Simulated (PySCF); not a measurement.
# Working out the ionisation energy of Pb⁺

Pb⁺ [Xe] 4f14 5d10 6s2 6p1 (2P) → Pb²⁺ [Xe] 4f14 5d10 6s2 (1S). All numbers are calculated (PySCF 2.14, the spin-free X2C one-electron Hamiltonian (Gaussian nucleus), in x2c-TZVPPall (11s7p6d3f, 83 functions)). Frozen: [Xe] 4f14 5d10. Energies in hartree (1 hartree = 27.21139 eV):

| part | Pb⁺ (lower) | Pb²⁺ (upper) |
| --- | --- | --- |
| UHF | -20879.632375 | -20879.145919 |
| CCSD correlation | -0.035044 | -0.027024 |
| (T) | -0.000386 | 0.000000 |

**Question.** What does Hartree-Fock give?

**Answer.** (-20879.145919) − (-20879.632375) = 0.486456 hartree = 13.237 eV.

**Question.** What do CCSD and CCSD(T) give?

**Answer.** The CCSD correlation energies differ by 0.008020 hartree = 0.218 eV and the triples by 0.000386 hartree = 0.011 eV, so CCSD gives 13.455 eV and CCSD(T) 13.466 eV.

Measured between the centres of the two terms (NIST): 13.869 eV, so CCSD(T) (valence) is off by -0.403 eV.

What remains against the reference includes basis incompleteness, the frozen core and higher excitations.
